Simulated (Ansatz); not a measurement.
Al₂Ru₂. The state is a triplet with charge 0. Geometry r2SCAN-D4/def2-SVP; atoms count from 1.

Cartesian coordinates in Å:
```
Ru -1.7997 -0.7524 0.4998
Ru -0.5286 1.0169 -0.3276
Al 0.5204 -1.1572 0.3824
Al 1.8079 0.8927 -0.5545
```

In the def2 sets Ru takes a core potential; there is no spin–orbit coupling. The charge 0 triplet is spin-contaminated (final ⟨S²⟩ up to 3.02, 2.00 for a pure state). The geometry of the triplet was relaxed on an unsound state (⟨S²⟩ 2.97, where a pure state has 2.00). At PBE0-D4/def2-TZVP a quintet of charge 0 lies 0.26 eV below the triplet, each at its own geometry. The structure comes from a short search, and lower isomers may exist.

(1) Estimate the Mulliken populations from the PBE0/def2-TZVP orbitals of Ansatz.

(2) Where does the spin sit?

(3) And the Mayer bond orders between bonded heavy atoms (over 0.3)?

Results:

(1) 
| atom | charge (e) | spin (α − β) | d electrons |
| --- | --- | --- | --- |
| Ru1 | 0.04 | 2.54 | 7.10 |
| Ru2 | -0.09 | -0.21 | 7.14 |
| Al3 | 0.00 | -0.32 | – |
| Al4 | 0.04 | -0.01 | – |
Mulliken values and Mayer orders depend strongly on the basis.

(2) Summed by element: Ru 2.33, Al -0.33, of 2 unpaired in all. Largest on single atoms: Ru1 2.54, Al3 -0.32, Ru2 -0.21.

(3) Ru1–Ru2 1.52 (2.33 Å); Ru1–Al3 1.15 (2.36 Å); Ru2–Al3 0.87 (2.52 Å); Ru2–Al4 1.41 (2.35 Å); Al3–Al4 0.65 (2.60 Å).
